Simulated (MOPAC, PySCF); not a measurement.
HCl3Sn, SMILES `[Cl][SnH]([Cl])[Cl]`, neutral singlet in the gas phase. 

Cartesian coordinates (Å):
```xyz
5

Cl    -1.7873    -1.2373    -0.6370
Sn     0.0036     0.0005     0.1688
Cl    -0.1973     2.1515    -0.6806
Cl     1.9419    -0.9204    -0.7162
H      0.0391     0.0057     1.8649
```
Charge 0, spin multiplicity 1.

All levels are single points at this geometry (B3LYP-D3(BJ)/def2-TZVP); Pople sets use spherical d functions. Orbital energies aren't observables, and empty levels follow the basis.

```
level                                     HOMO (eV)  LUMO (eV)  gap (eV)  dipole (D)  vertical IE, Delta-SCF (eV)
----------------------------------------  ---------  ---------  --------  ----------  ---------------------------
TPSSh-D3(BJ)/def2-TZVP in PySCF               -8.67      -2.92      5.74        2.03                            –
B3LYP/6-311+G** (LANL2DZ on Sn) in PySCF      -9.28      -2.89      6.39        2.52                            –
B3LYP/6-31G* (LANL2DZ on Sn) in PySCF         -9.21      -2.81      6.40        2.44                        11.39
M06-2X/6-31G* (LANL2DZ on Sn) in PySCF       -10.90      -1.83      9.07        2.58                            –
PM3 in MOPAC                                 -11.49      -3.19      8.31        2.55                            –
PM7 in MOPAC                                 -11.48      -1.35     10.13        3.92                            –
```
